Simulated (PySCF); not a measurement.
Job file and geometry (Å, from GFN2-xTB) of an NMR shielding run on SMILES c1cc[c]([AlH][CH3])cc1, C7H9Al, GIAO PBE0/pcSseg-1 NMR shielding, non-relativistic, gas phase in PySCF; density fitting, a coarse starting grid and PySCF grid level 2 are the driver's defaults:

```
$ OMP_NUM_THREADS=1 python probes_run.py task.json out

{"job": {"kind": "nmr", "xc": "PBE0", "basis": "pcSseg-1"}, "charge": 0, "multiplicity": 1}
C      3.362401     0.757894    -0.409895
Al     1.807822    -0.453575    -0.667711
C     -0.072271    -0.182451    -0.080090
C     -0.937736    -1.229974    -0.414631
C     -2.279305    -1.196511    -0.080068
C     -2.785677    -0.103858     0.605530
C     -1.950572     0.946919     0.951162
C     -0.609568     0.906831     0.610868
H      3.228285     1.743215    -0.873268
H      4.275267     0.329852    -0.842999
H      3.580209     0.949336     0.648274
H      1.976407    -1.812263    -1.401501
H     -0.525948    -2.083654    -0.949826
H     -2.932277    -2.015839    -0.348545
H     -3.833073    -0.071671     0.870576
H     -2.350399     1.796400     1.488401
H      0.039439     1.731380     0.883814
```

Task: What does the program print?

Result: 
```
coarse grid: 14808 points
cycle   1  E = -513.9820584291  dE =  9.949e-01  |g| = 4.982e-01  |ddm| = 3.966e+00
cycle   2  E = -513.9638638301  dE =  1.819e-02  |g| = 5.700e-01  |ddm| = 1.145e+00
cycle   3  E = -514.0513653933  dE = -8.750e-02  |g| = 4.878e-02  |ddm| = 5.677e-01
cycle   4  E = -514.0515110943  dE = -1.457e-04  |g| = 4.282e-02  |ddm| = 8.824e-02
cycle   5  E = -514.0520286468  dE = -5.176e-04  |g| = 6.073e-03  |ddm| = 4.880e-02
cycle   6  E = -514.0520391498  dE = -1.050e-05  |g| = 1.148e-03  |ddm| = 7.911e-03
cycle   7  E = -514.0520394488  dE = -2.991e-07  |g| = 3.013e-04  |ddm| = 1.190e-03
final grid: 138696 points
cycle   8  E = -514.0981960494  dE = -2.499e-05  |g| = 7.755e-03  |ddm| = 4.280e-02
cycle   9  E = -514.0981914826  dE =  4.567e-06  |g| = 8.894e-03  |ddm| = 1.676e-02
cycle  10  E = -514.0982124933  dE = -2.101e-05  |g| = 3.872e-04  |ddm| = 8.559e-03
cycle  11  E = -514.0982125198  dE = -2.654e-08  |g| = 1.563e-04  |ddm| = 4.946e-04
cycle  12  E = -514.0982125252  dE = -5.440e-09  |g| = 6.701e-05  |ddm| = 2.060e-04
cycle  13  E = -514.0982125265  dE = -1.222e-09  |g| = 1.834e-05  |ddm| = 8.832e-05
cycle  14  E = -514.0982125265  dE = -8.754e-11  |g| = 3.368e-06  |ddm| = 1.969e-05
converged SCF energy = -514.0982125265

GIAO shielding tensors (ppm)
atom      isotropic    diamagn.    paramagn.     s11        s22        s33       span
  0 C      194.007     251.369     -57.361    184.969    196.693    200.360     15.391
  1 Al     280.331     798.514    -518.184    206.455    306.019    328.518    122.063
  2 C       35.405     254.524    -219.119    -49.830    -39.646    195.693    245.523
  3 C       38.997     253.343    -214.346    -79.674     25.321    171.344    251.018
  4 C       54.027     253.101    -199.074    -59.567     43.981    177.667    237.234
  5 C       50.169     254.195    -204.026    -62.733     34.742    178.497    241.230
  6 C       54.391     253.637    -199.246    -59.045     44.628    177.590    236.635
  7 C       44.522     251.617    -207.096    -70.848     31.602    172.811    243.659
  8 H       31.426      30.318       1.108     27.104     28.860     38.313     11.209
  9 H       31.167      27.811       3.355     26.804     28.197     38.499     11.695
 10 H       31.447      30.363       1.085     27.136     28.902     38.304     11.168
 11 H       26.040      30.664      -4.623     22.530     25.404     30.186      7.656
 12 H       23.333      32.386      -9.053     19.539     22.496     27.963      8.424
 13 H       23.958      29.745      -5.788     20.649     24.142     27.082      6.433
 14 H       23.988      29.103      -5.115     20.749     24.206     27.008      6.260
 15 H       24.053      30.416      -6.362     20.699     24.201     27.261      6.562
 16 H       23.631      33.310      -9.679     19.478     22.954     28.462      8.984
```

Size and cost of the density-fitted run: 188 basis functions, 25 s wall time on 1 thread of an Arm Neoverse V2, shared host; peak memory 0.83 GiB.
